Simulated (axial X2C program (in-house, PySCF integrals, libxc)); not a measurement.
**Low determinants of CrI at the PBE0 level, with spin–orbit coupling**

Computed with an axial X2C code built on PySCF integrals. Two-component (2c) means X2C with spin–orbit coupling and atomic mean-field two-electron Coulomb and Gaunt terms. Basis: I dyall-cv3z [11s12p8d4f1g], Cr dyall-cv3z [9s10p6d3f2g] (cores contracted in-house); Gaussian nuclei, density fitting, unrestricted open shells. Masses: I 126.904 u, Cr 51.941 u.

Search at 2.550 Å (vertical energies from the lowest determinant):

| ΔE (eV) | state | electrons beyond evenly filled partner blocks | electrons in ±ω = 1/2, 3/2, 5/2, 7/2 |
| --- | --- | --- | --- |
| 0.00 | Ω = 5/2 | ω = 5/2 | 50 22 5 0 |
| 1.24 | Ω = 3/2 | ω = 1/2, ω = -3/2, ω = 5/2 | 51 21 5 0 |
| 1.38 | Ω = 7/2 | 2 × ω = 1/2, ω = 5/2 | 50 22 5 0 |
| 1.62 | Ω = 3/2 | 2 × ω = -1/2, ω = 5/2 | 50 22 5 0 |
| 1.82 | Ω = 1/2 | ω = -1/2, ω = -3/2, ω = 5/2 | 51 21 5 0 |
| 1.89 | Ω = 1/2 | ω = 1/2 | 51 22 4 0 |
| 1.95 | Ω = 9/2 | ω = 1/2, ω = 3/2, ω = 5/2 | 51 21 5 0 |

Lowest determinant, Ω = 5/2 (⟨Sz⟩ = 2.50, ⟨Lz⟩ = 0.00 at PBE0): Re = 2.547 Å, ωe = 248.0 cm⁻¹.

The determinant in row 2 of the search, Ω = 3/2 (⟨Sz⟩ = 2.50, ⟨Lz⟩ = -1.00 at PBE0), was followed along the bond at PBE0; measured from the minimum of the lowest determinant it gives:

Te = 1.228 eV (9903 cm⁻¹), Re = 2.604 Å, ωe = 228.0 cm⁻¹.

(1) Compare the bond of the determinant in row 2 with that of the lowest one.

The search compares states at one distance, so a state with another bond length can lie lower; it is not exhaustive and yields mostly the lowest determinant of each block pattern, so other components and higher states of one pattern are missing. These are energies of single determinants, not of spin-adapted states; PBE0 term energies can be off by some tenths of an eV, and the functional has no current term.

Results:

(1) At PBE0 its Re is 0.057 Å longer and its force constant, which goes as ωe², is 0.85 times that of the lowest determinant. T0 ≈ Te + Δωe/2 = 9903 + (-10) = 9893 cm⁻¹.
